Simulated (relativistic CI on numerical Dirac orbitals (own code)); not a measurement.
# Radial parameters of Pb III

Method of calculation: Dirac-Coulomb-Breit CI, orbitals from a KLI potential per configuration, model QED, valence Slater integrals scaled by 0.85, P86 correlation energy added to each configuration (own radial code, finite nucleus).

Slater integrals F^k, G^k are unscaled and averaged over j, outside the closed core [Xe] 4f14; ζ comes from projecting the Hamiltonian with its Breit term on Σ l·s of the shell.

- 5d10 6s 6p: G^1(6s,6p) = 48490, ζ(6p) = 11472 cm⁻¹; <r>(6s) = 2.174, <r^2>(6s) = 5.313, <r>(6p) = 2.774, <r^2>(6p) = 8.687 (bohr units).
- 5d10 6s 6d: G^2(6s,6d) = 8891.7, ζ(6d) = 494.33 cm⁻¹; <r>(6s) = 2.135, <r^2>(6s) = 5.122, <r>(6d) = 4.389, <r^2>(6d) = 21.6 (bohr units).
- 5d10 6s 7s: G^0(6s,7s) = 2721.6 cm⁻¹; <r>(6s) = 2.134, <r^2>(6s) = 5.117, <r>(7s) = 4.966, <r^2>(7s) = 27.27 (bohr units).

In this model ζ of a weakly bound d, f or g electron outside closed shells comes out too small, for d by up to a factor of two or three and at times with the wrong sign; that of an outer p electron is too small as well.

For a near-neutral ion this model can misplace configurations by up to about 10,000 cm⁻¹ (more where the count of f electrons changes) and terms by 10 to 25 % of their spread. Rates follow the energies as ν³ (E1, M1) or ν⁵ (E2), so they and the lifetimes can be off by large factors. The fine structure of a lone outer electron comes out too small, for d and f at times inverted, and misplaced configurations move strength between like terms. 33 of the 66 excited levels that our extract of the measured tables holds in this range could be paired (the sources list more); they are missed by 4449 cm⁻¹ on average and 7290 at most, and levels without a partner can miss by more.

Averages of the first 10 configurations, taken without configuration mixing, which lowers the lowest level and can move excited configurations by several eV; other configurations of the list can lie among them:

```csv
Configuration,Parity,States,Average energy above the lowest level (eV)
5d10 6s2,even,1,0.4
5d10 6s 6p,odd,12,9.3
5d10 6s 6d,even,20,19.1
5d10 6s 7s,even,4,18.0
5d10 6s 7p,odd,12,20.9
5d9 6s2 6p,odd,60,22.3
5d10 6p 6d,odd,60,29.6
5d9 6s2 5f,odd,140,37.4
5d10 6s 5f,odd,28,22.9
5d10 6s 8s,even,4,23.8
```
